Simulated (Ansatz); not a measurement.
K (SMILES [K+]), charge +1, singlet; WB97X-V/6-31G* run with Ansatz (a program for electronic structure).

Input for Ansatz:
Ansatz 0.2 input:
```yaml
crystal:
  periodic: [false, false, false]
  atoms:
    - {symbol: K, position_ang: [0.00000000, 0.00000000, 0.00000000]}
basis:
  gaussian:
    orbitals: 6-31G*
hamiltonian:
  xc: {name: wB97X-V}
total_charge: 1
```

### Question
Predict the main parts of the log of this Ansatz run.

### Answer

```
Functional definition: wB97X-V
323 factors; their error is unknown
84 factors; integrals over basis functions are off by at most 9.7e-5 eV
mean field evaluation 1: about -16316.8246 eV, gradient 2.2e-1 eV
mean field evaluation 2: about -16316.8246 eV, gradient 2.2e-1 eV
mean field evaluation 4: about -16316.8723 eV, gradient 8.9e-2 eV
mean field evaluation 8: about -16316.8723 eV, gradient 8.9e-6 eV
mean field -16316.87226543 eV, -599.6339957813 hartree, gradient 8.9e-6 eV, S^2 0.000000; 0 other end points of the search recorded, 0 dependent functions left out
reference -16316.87226489 eV, -599.6339957613 hartree; 9, 9 occupied and 26, 26 virtual orbitals, 323 factors
Total energy: -16316.87226489 eV, -599.6339957613 hartree
```
